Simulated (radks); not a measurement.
The nuclear charge of neutral phosphorus is varied continuously with 15 electrons held in [Ne] 3s2 3p3. Method: scalar-relativistic Kohn-Sham, LDA (Slater exchange, Perdew-Wang correlation), spin-polarised, spherical densities, finite nucleus; open shells are filled with parallel spins first; Fermi nuclear charge, rms radius 3.1889 fm; computed with a radial shooting solver on a logarithmic mesh with Libxc functionals. By the Hellmann-Feynman theorem dE/dZ = E(electron-nucleus)/Z, the electronic potential at the nucleus (averaged over a nucleus of fixed radius). The scalar-relativistic energy here is not variational (the density holds large components alone), so the two differ by a part that grows with Z.

| Z | E (hartree) | E(electron-nucleus)/Z (hartree) | HOMO | e(HOMO) (eV) | <r> HOMO (bohr) |
|---|---|---|---|---|---|
| 14.8 | -330.08259 | -53.3424 | 3p | -4.424 | 2.459 |
| 14.9 | -335.44145 | -53.8103 | 3p | -5.330 | 2.391 |
| 15 | -340.84712 | -54.2778 | 3p | -6.277 | 2.327 |
| 15.1 | -346.29955 | -54.7450 | 3p | -7.265 | 2.269 |
| 15.2 | -351.79872 | -55.2119 | 3p | -8.293 | 2.214 |
| 15.3 | -357.34460 | -55.6785 | 3p | -9.360 | 2.162 |
| 15.4 | -362.93716 | -56.1450 | 3p | -10.465 | 2.113 |
| 15.5 | -368.57640 | -56.6112 | 3p | -11.607 | 2.068 |
| 15.6 | -374.26229 | -57.0773 | 3p | -12.787 | 2.024 |
| 15.7 | -379.99482 | -57.5432 | 3p | -14.004 | 1.983 |
| 15.8 | -385.77397 | -58.0090 | 3p | -15.257 | 1.944 |
| 15.9 | -391.59973 | -58.4747 | 3p | -16.546 | 1.907 |
| 16 | -397.47209 | -58.9402 | 3p | -17.871 | 1.871 |

The central difference of E at Z = 15 is -54.290 hartree, to compare with the third column; the second derivative is -4.68 hartree.
